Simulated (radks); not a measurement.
The numbers below are computed, except where a source is named.
All-electron atom: Al III in [He] 2s2 2p5 3s1 4f1 (not the ground configuration).

Code: a radial shooting solver on a logarithmic mesh with Libxc functionals. Model: non-relativistic Kohn-Sham, exchange-only PBE, spin-polarised, spherical densities, point nucleus; open shells are filled with parallel spins first.

Energy parts (eV):
part                  energy
total              -6460.149
kinetic             6460.149
electron-nucleus  -15002.470
Hartree             2535.060
exchange            -452.887

Orbitals (lengths in bohr, moments of r in powers of bohr; <r^-3> diverges for s and p1/2):
orbital  occ.  eigenvalue (eV)    <r^2>   <r^-3>     <r>   <1/r>
1s up       1        -1564.931  0.01955        -  0.1205   12.58
1s down     1        -1563.242  0.01951        -  0.1204   12.59
2s up       1        -154.6984   0.4391        -  0.6070   2.411
2s down     1        -151.2083   0.4430        -  0.6096   2.397
2p up       3        -117.7942   0.4057    39.17  0.5687   2.311
2p down     2        -114.0182   0.4115    38.71  0.5727   2.297
3s up       1         -33.2751    4.270        -   1.934  0.7124
4f up       1          -6.2261    36.35  0.01295   5.694  0.2000

The highest occupied level is 4f up at -6.226 eV. The electron density at the nucleus is 1413 e/bohr^3.
